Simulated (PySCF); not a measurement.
**From computed data to an observable: dipole moment from atomic charges**

F2GaH3OSi, SMILES [F][Ga]([F])[O][SiH3]. Atoms are numbered in the order given.

```xyz
8

Ga    -0.0142     0.7301     0.0000
F     -1.1283     2.0625     0.0000
F      1.6884     1.0975     0.0000
O     -0.6026    -0.9219     0.0000
Si    -0.0160    -2.4876     0.0000
H      0.8146    -2.7319    -1.2143
H     -1.1845    -3.4072     0.0000
H      0.8146    -2.7319     1.2143
```

Coordinates come from a B3LYP-D3(BJ)/def2-SVP optimisation. The structure was generated by enumeration; whether it is a known compound was not checked. Other conformers were not sampled.

Charges (e) from PBE0/def2-TZVP (PySCF):

```json
[
 {"atom": "Ga1", "ESP fit": "1.280", "IAO": "1.429"},
 {"atom": "F2", "ESP fit": "-0.445", "IAO": "-0.517"},
 {"atom": "F3", "ESP fit": "-0.453", "IAO": "-0.523"},
 {"atom": "O4", "ESP fit": "-0.577", "IAO": "-0.850"},
 {"atom": "Si5", "ESP fit": "0.396", "IAO": "0.883"},
 {"atom": "H6", "ESP fit": "-0.077", "IAO": "-0.145"},
 {"atom": "H7", "ESP fit": "-0.048", "IAO": "-0.131"},
 {"atom": "H8", "ESP fit": "-0.077", "IAO": "-0.145"}
]
```

The dipole moment of the full density is 1.58 D.

### Question
What dipole moment does each set of point charges give, and which comes closer to that of the density?

### Answer

μ = Σ q r, and 1 e Å = 4.8032 D.
ESP fit: Σ q r = (-0.008, -0.349, 0.000) e Å, |μ| = 1.68 D.
IAO: Σ q r = (0.097, -0.771, 0.000) e Å, |μ| = 3.73 D.
ESP fit comes closer in size. Point charges leave out the atoms' own dipoles (lone pairs, polarised bonds); fits to the potential absorb them, partitions of the density don't.
